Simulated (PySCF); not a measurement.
Si(F)2(H)(nPr) (C3H8F2Si), SMILES C(CC)[SiH](F)F.

Geometry optimised at PBE-D3(BJ)/def2-SVP. The values are those of a single conformer.

Vertical ionisation energy (IE) and electron affinity (EA) in eV. Rows of orbital energies are one-electron estimates. Where ΔSCF, EOM or ADC give a negative EA the extra electron is unbound and the value depends on the basis.

```tsv
level	IE	EA
−ε(HOMO), −ε(LUMO), r2SCAN/def2-TZVP (PySCF)	7.67	-0.05
−ε(HOMO), −ε(LUMO), PBE/def2-TZVP (PySCF)	7.36	0.40
```
